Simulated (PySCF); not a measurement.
Species: C5H5NO3.
Geometry (GFN2-xTB, Å), atoms numbered from 1 in this order:
```
atom  x, y, z in Å
C1    -2.605   -0.212    0.322
O2    -1.205   -0.455    0.344
C3    -0.439    0.480   -0.230
O4    -0.866    1.483   -0.744
C5     0.985    0.129   -0.152
C6     1.610   -1.012    0.423
N7     2.900   -0.945    0.283
O8     3.178    0.208   -0.370
C9     2.051    0.851   -0.633
H10   -2.960   -0.130   -0.707
H11   -3.066   -1.060    0.821
H12   -2.837    0.717    0.848
H13    1.148   -1.843    0.915
H14    2.106    1.787   -1.152
```

Computed at PBE0/pcSseg-1 (PySCF, non-relativistic), with Q(17O) = −0.0256 b, Q(14N) = 0.02044 b: O2, 17O (I = 5/2): χzz = -10.34 MHz, η = 0.412; O4, 17O (I = 5/2): χzz = 9.522 MHz, η = 0.109; N7, 14N (I = 1): χzz = -6.036 MHz, η = 0.909; O8, 17O (I = 5/2): χzz = -10.35 MHz, η = 0.033.

Task: Find the zero-field quadrupole resonance frequencies of 17O at O2.

Result: From the eigenvalues of H = χ/[4I(2I − 1)] × [3Iz² − I(I + 1) + η(Ix² − Iy²)], steps between neighbouring levels, labelled as for η = 0: ±1/2↔±3/2 1.815 MHz, ±3/2↔±5/2 3.007 MHz (ester single-bonded oxygen).

Task: Where would the pure quadrupole (NQR) lines of 17O at O4 fall for the rigid, isolated species?

Result: From the eigenvalues of H = χ/[4I(2I − 1)] × [3Iz² − I(I + 1) + η(Ix² − Iy²)], steps between neighbouring levels, labelled as for η = 0: ±1/2↔±3/2 1.447 MHz, ±3/2↔±5/2 2.850 MHz (ester carbonyl oxygen).

Task: Where would the pure quadrupole (NQR) lines of 14N at N7 fall for the rigid, isolated species?

Result: From ν± = (3/4)|χ|(1 ± η/3) and ν0 = |χ|η/2: ν+ 5.899 MHz, ν− 3.155 MHz, ν0 2.745 MHz (pyridine-type nitrogen).

Task: Find the zero-field quadrupole resonance frequencies of 17O at O8.

Result: From the eigenvalues of H = χ/[4I(2I − 1)] × [3Iz² − I(I + 1) + η(Ix² − Iy²)], steps between neighbouring levels, labelled as for η = 0: ±1/2↔±3/2 1.554 MHz, ±3/2↔±5/2 3.103 MHz (ring oxygen).

In a crystal, neighbours and librations shift these lines. GFN2-xTB bond lengths can be off by several hundredths of an ångström, more for odd bonds, and the gradients follow them. A larger basis could move these couplings by a tenth or more.

One conformer stands for the species.
